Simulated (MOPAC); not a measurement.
Input file for MOPAC: PM7 on C2H3F (SMILES C=CF).

```
PM7 1SCF PRECISE CHARGE=0 THREADS=1
C2H3F

C      0.94513541 1    -0.66954030 1     2.70597749 1
C     -0.32683374 1    -0.46253166 1     2.97042605 1
F     -1.21886655 1    -0.13605589 1     1.99599222 1
H      1.33736806 1    -0.59007785 1     1.70078580 1
H      1.61074754 1    -0.92413716 1     3.51776534 1
H     -0.81045292 1    -0.51694379 1     3.93574975 1
```

It printed:

```
*******************************************************************************
 **                                                                           **
 **                              MOPAC v23.2.5                                **
 **                                                                           **
 *******************************************************************************
 ** MOPAC's Digital Object Identifier: https://doi.org/10.5281/zenodo.6511958 **
 **                                                                           **
 ** Please cite the open-source release paper for use of this MOPAC version:  **
 ** J. E. Moussa and J. J. P. Stewart (2026)                                  **
 ** MOPAC: An open-source semiempirical molecular orbital program             **
 ** J. Open Source Softw., 11(119), 8025, https://doi.org/10.21105/joss.08025 **
 *******************************************************************************

                              PM7 CALCULATION RESULTS

 *******************************************************************************
 *  PM7        - The PM7 Hamiltonian to be used
 *
 *
 *
 *                 CHARGE ON SYSTEM = 0
 *
 *
 *
 *  PRECISE    - TIGHTER CRITERIA TO BE USED
 *  1SCF       - DO 1 SCF AND THEN STOP
 *  THREADS=1  - MULTI-THREADING NOT USED
 *  T=         - A TIME OF 172800.0 SECONDS REQUESTED
 *  DUMP=N     - RESTART FILE WRITTEN EVERY 7200.0 SECONDS REQUESTED
 *******************************************************************************
PM7 1SCF PRECISE CHARGE=0 THREADS=1
 C2H3F

   ATOM   CHEMICAL          X               Y               Z
  NUMBER   SYMBOL      (ANGSTROMS)     (ANGSTROMS)     (ANGSTROMS)

     1       C          0.94513541  *  -0.66954030  *   2.70597749  *
     2       C         -0.32683374  *  -0.46253166  *   2.97042605  *
     3       F         -1.21886655  *  -0.13605589  *   1.99599222  *
     4       H          1.33736806  *  -0.59007785  *   1.70078580  *
     5       H          1.61074754  *  -0.92413716  *   3.51776534  *
     6       H         -0.81045292  *  -0.51694379  *   3.93574975  *



          CARTESIAN COORDINATES

    NO.       ATOM           X           Y           Z

     1         C          0.9451     -0.6695      2.7060
     2         C         -0.3268     -0.4625      2.9704
     3         F         -1.2189     -0.1361      1.9960
     4         H          1.3374     -0.5901      1.7008
     5         H          1.6107     -0.9241      3.5178
     6         H         -0.8105     -0.5169      3.9357

 General Reference for PM7:
 "Optimization of Parameters for Semiempirical Methods VI: More Modifications to the
 NDDO Approximations and Re-optimization of Parameters", J. J. P. Stewart, J. Mol. Mod., 1:32, 19 (2013)
 https://link.springer.com/article/10.1007/s00894-012-1667-x

           Empirical Formula: C2 H3 F  =     6 atoms



      MOLECULAR POINT GROUP   :   Cs


      RHF CALCULATION, NO. OF DOUBLY OCCUPIED LEVELS = 9


 -------------------------------------------------------------------------------
 PM7 1SCF PRECISE CHARGE=0 THREADS=1
 C2H3F



     1SCF WAS SPECIFIED, SO BFGS WAS NOT USED
     SCF FIELD WAS ACHIEVED


                              PM7 CALCULATION
                                                       MOPAC v23.2.5 Linux




          FINAL HEAT OF FORMATION =        -30.16614 KCAL/MOL =    -126.21515 KJ/MOL


          COSMO AREA              =         79.61 SQUARE ANGSTROMS
          COSMO VOLUME            =         60.83 CUBIC ANGSTROMS

          IONIZATION POTENTIAL    =         11.008236 EV
          HOMO LUMO ENERGIES (EV) =        -11.008  0.582
          NO. OF FILLED LEVELS    =          9
          MOLECULAR WEIGHT        =         46.0441         POINT GROUP:  Cs

          MOLECULAR DIMENSIONS (Angstroms)

            Atom       Atom       Distance
            H     5    F     3     3.30811
            H     6    H     4     2.98840
            H     5    C     2     0.00137


          SCF CALCULATIONS        =          1





   ATOM   CHEMICAL          X               Y               Z
  NUMBER   SYMBOL      (ANGSTROMS)     (ANGSTROMS)     (ANGSTROMS)

     1       C          0.94513541  *  -0.66954030  *   2.70597749  *
     2       C         -0.32683374  *  -0.46253166  *   2.97042605  *
     3       F         -1.21886655  *  -0.13605589  *   1.99599222  *
     4       H          1.33736806  *  -0.59007785  *   1.70078580  *
     5       H          1.61074754  *  -0.92413716  *   3.51776534  *
     6       H         -0.81045292  *  -0.51694379  *   3.93574975  *

                             CARTESIAN COORDINATES

   1    C        0.945135410    -0.669540300     2.705977490
   2    C       -0.326833740    -0.462531660     2.970426050
   3    F       -1.218866550    -0.136055890     1.995992220
   4    H        1.337368060    -0.590077850     1.700785800
   5    H        1.610747540    -0.924137160     3.517765340
   6    H       -0.810452920    -0.516943790     3.935749750


           Empirical Formula: C2 H3 F  =     6 atoms



      MOLECULAR POINT GROUP   :   Cs


                  EIGENVALUES
 -40.68879 -27.33953 -20.68562 -17.70416 -16.37752 -16.36749 -14.36501 -13.32295
 -11.00824   0.58198   2.86307   4.89689   5.07200   5.81571   6.13139


              NET ATOMIC CHARGES AND DIPOLE CONTRIBUTIONS

  ATOM NO.   TYPE          CHARGE      No. of ELECS.   s-Pop       p-Pop
    1          C          -0.377457        4.3775     1.09537     3.28209
    2          C           0.080545        3.9195     1.12819     2.79127
    3          F          -0.194444        7.1944     1.97040     5.22404
    4          H           0.173811        0.8262     0.82619
    5          H           0.167652        0.8323     0.83235
    6          H           0.149893        0.8501     0.85011
 DIPOLE           X         Y         Z       TOTAL
 POINT-CHG.     1.128    -0.447     1.465     1.903
 HYBRID        -0.219     0.081    -0.245     0.338
 SUM            0.909    -0.366     1.221     1.565


          ATOMIC ORBITAL ELECTRON POPULATIONS

     Atom    s        px        py        pz
    1  C   1.09537   1.05031   1.07475   1.15703
    2  C   1.12819   0.92226   0.94900   0.92001
    3  F   1.97040   1.66685   1.92739   1.62980
    4  H   0.82619
    5  H   0.83235
    6  H   0.85011

 **********************
 *                    *
 * JOB ENDED NORMALLY *
 *                    *
 **********************




 == MOPAC DONE ==
```

The run finished.

Cost: about 0.03 core-seconds (a rough figure).
